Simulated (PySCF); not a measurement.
(3Z)-3,4-difluoropenta-1,3-diene (C5H6F2), SMILES C=C/C(F)=C(\C)F. Atoms are numbered in the order given.

```xyz
13

C      0.4023     2.6638     0.0000
C      0.7626     1.3758     0.0000
C     -0.2040     0.2767     0.0000
F     -1.4936     0.6568     0.0000
C      0.0692    -1.0374     0.0000
C      1.3975    -1.7146     0.0000
F     -0.9608    -1.8991     0.0000
H     -0.6513     2.9550     0.0000
H      1.1541     3.4570     0.0000
H      1.8203     1.1002     0.0000
H      2.2282    -0.9992     0.0000
H      1.4862    -2.3591    -0.8893
H      1.4862    -2.3591     0.8893
```

The structure is a stationary point at ωB97X-D3(BJ)/def2-SVP. Other conformers were not sampled.

Computed with KT2/pcSseg-1 run with PySCF.

GIAO shieldings, no solvent; atoms listed in one row are averaged. δ = σ(ref) − σ: ¹³C against TMS (σ = 185.1 ppm); ¹⁹F against CFCl3 (σ = 127.1 ppm); ¹H against TMS (σ = 31.47 ppm), references at their B3LYP-D3(BJ)/def2-TZVP geometries, non-relativistic.

```
nucleus          atoms  count  δ (ppm)
-------  -------------  -----  -------
¹³C                 C5      1    147.6
¹³C                 C3      1    146.1
¹³C                 C2      1    124.0
¹³C                 C1      1    111.1
¹³C                 C6      1     17.7
¹⁹F                 F7      1   -158.1
¹⁹F                 F4      1   -194.2
¹H                 H10      1     6.26
¹H                  H8      1     5.84
¹H                  H9      1     5.42
¹H       H11, H12, H13      3     2.31
```
